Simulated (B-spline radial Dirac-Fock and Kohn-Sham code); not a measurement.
## X-ray scattering factor of Hg⁵³⁺

System: the Hg⁵³⁺ ion, [Ar] 3d9.

Level of theory: Dirac-Fock densities; an atomic code on a B-spline grid. f₀ is the Fourier transform of the spherical electron density, S the Waller-Hartree incoherent function, and s = sin θ/λ.

```csv
s (Å⁻¹),f₀,S
0,27.000,0.000
0.05,26.989,0.009
0.1,26.957,0.037
0.15,26.903,0.082
0.2,26.828,0.146
0.25,26.731,0.228
0.3,26.614,0.327
0.35,26.476,0.442
0.4,26.319,0.575
0.45,26.142,0.723
0.5,25.946,0.887
0.6,25.500,1.259
0.7,24.987,1.684
0.8,24.411,2.157
0.9,23.782,2.670
1,23.104,3.218
1.1,22.387,3.792
1.2,21.637,4.388
1.4,20.071,5.617
1.6,18.463,6.860
1.8,16.867,8.082
2,15.327,9.257
2.5,11.929,11.896
3,9.357,14.075
3.5,7.586,15.856
4,6.432,17.327
5,5.148,19.615
6,4.349,21.300
```

f₀ starts at the number of electrons, 27, and has fallen to half at s ≈ 2.27 Å⁻¹. The sum of ⟨r²⟩ over the electrons is 0.5876 bohr².

Values without a named source are computed, but for edge energies of neutral atoms, which are taken from tables.
